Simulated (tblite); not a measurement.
Isomers of C4H11N2PSi. All values are computed: GFN2-xTB (tblite) harmonic vibrations without scaling, gas phase. The method is semi-empirical: single wavenumbers can be off by several per cent or more. Modes of hydrogen on phosphorus and silicon can be 10 to 20 % off. One conformer each.

Electronic energies: GFN2-xTB at the same geometries; isomer energies are rough at this level and their order can be wrong.

```csv
SMILES,"electronic energy, lowest = 0 (kJ/mol)"
CN(C)P1(=N[SiH3])C=C1,219.6
C=N[Si@](N)(P)C(=C)C,161.6
C=CC[Si@@](N)(P)N=C,164.5
CN1C=CN(C)P1[SiH3],0.0
```

How do GFN2-xTB zero-point energies change the relative energies?

```
               SMILES  ZPE (kJ/mol)  of it from modes above 1550 cm⁻¹  electronic (kJ/mol)  with ZPE, lowest = 0 (kJ/mol)  lowest mode (cm⁻¹)  rings
   CN1C=CN(C)P1[SiH3]         372.2                             194.1                  0.0                            0.0                  57      1
 C=N[Si@](N)(P)C(=C)C         373.8                             216.0                161.6                          163.1                  19      0
  C=CC[Si@@](N)(P)N=C         374.1                             216.7                164.5                          166.4                  33      0
CN(C)P1(=N[SiH3])C=C1         366.5                             183.1                219.6                          213.8                  40      1
```

The zero-point energies span 7.6 kJ/mol, from `CN(C)P1(=N[SiH3])C=C1` to `C=CC[Si@@](N)(P)N=C`. The order is unchanged.

What do entropy and thermal enthalpy add at 298.15 K and 1 bar (rigid rotor, harmonic oscillator, one conformer each)?

```
               SMILES  point group  symmetry number  S (J/(mol K))  H − H(0) (kJ/mol)  ZPE + H − H(0) − TS (kJ/mol)
   CN1C=CN(C)P1[SiH3]           Cs                1          443.3              33.09                         273.2
  C=CC[Si@@](N)(P)N=C           C1                1          473.1              36.13                         269.2
CN(C)P1(=N[SiH3])C=C1           C1                1          456.7              34.21                         264.5
```

Not tabulated: `C=N[Si@](N)(P)C(=C)C` (lowest mode only 19 cm⁻¹).
